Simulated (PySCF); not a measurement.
# How methods differ on the interval between two levels of In⁺

In⁺ [Kr] 4d10 5s2 → In⁺ [Kr] 4d10 5s1 5p1 [3P2, M_J = 2], as a difference of total energies. All numbers are calculated (PySCF 2.14, the two-component X2C-1e Hamiltonian, in x2c-TZVPall-2c (8s9p5d2f, 74 functions)). Correlated levels: [Ar] 3d10 frozen; the 6 highest virtual spinors dropped. "Screened" scales the spin-orbit matrix elements by Boettger's factors to mimic the two-electron term; Breit and QED terms are absent.

Q: Order these methods by the interval between two levels they give, lowest first.
A. GHF (spin-free)
B. GHF (screened spin-orbit)
C. GMP2 (spin-free)
D. GMP2 (screened spin-orbit)

A: A (33739 cm⁻¹), B (34835 cm⁻¹), C (44910 cm⁻¹), D (46058 cm⁻¹).

The spin-free rows relax to the high-spin LS determinant and lack the spin-orbit shift.

Errors of the correlated levels include the incompleteness of this basis and the frozen core.

The labels give the starting determinants; with spin-orbit coupling the two ends relaxed to ⟨J²⟩ = 0.00, ⟨L²⟩ = 0.02, ⟨S²⟩ = 0.02 and ⟨J²⟩ = 6.01, ⟨L²⟩ = 2.02, ⟨S²⟩ = 2.02.

For comparison: 45830 cm⁻¹ (measured; NIST Handbook of Basic Atomic Spectroscopic Data (Sansonetti and Martin, J. Phys. Chem. Ref. Data 34, 1559 (2005))).
